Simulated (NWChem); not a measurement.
# CH₄F₂Si; SMILES C[SiH](F)F

Computed with NWChem. Structure relaxed at the PBE0/def2-SVP level. Ions are spin-unrestricted doublets at the neutral geometry; other ion states weren't tried.

Question: Predict the results for PBE/def2-SVP. Quantities: vertical ionisation energy, ΔSCF (eV); −ε(HOMO) (eV).

Answer: 
| Property | Value |
|---|---|
| vertical ionisation energy, ΔSCF (eV) | 11.28 |
| −ε(HOMO) (eV) | 7.81 |
